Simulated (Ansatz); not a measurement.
Consider the substitution at a C–C bond: `CC[CH2][SnH3]` + `OC[SiH2]O` → `COC[SiH2]O` + `C[CH2][SnH3]`.

Isolated molecules relaxed with PBE0-D4/def2-TZVP in Ansatz; ΔE leaves out vibrations. CCSD(T)/CBS adds triple-zeta CCSD(T) − MP2 to the extrapolated MP2 energy (def2 sets, frozen cores). Elements past krypton have def2 core potentials. For Sn outer-core shells are correlated without core-valence functions, which leaves a few kJ/mol of doubt a bond. One conformer a species, not always the lowest.

| species | CCSD(T)/CBS(def2) energy (Eh) |
| --- | --- |
| `CC[CH2][SnH3]` | -334.18236 |
| `OC[SiH2]O` | -481.11999 |
| `COC[SiH2]O` | -520.36507 |
| `C[CH2][SnH3]` | -294.92046 |

(1) Work out ΔE.

Largest T1 diagnostic among the species: 0.012.

Answers

(1) ΔE = (-520.36507) + (-294.92046) − (-334.18236) − (-481.11999) = 0.01682 Eh = +10.6 kcal/mol.

In def2-TZVPP, CCSD(T) changes the Hartree–Fock value by +1.2 kcal/mol (the triples alone add −0.1 kcal/mol) and MP2 by +2.2 kcal/mol.
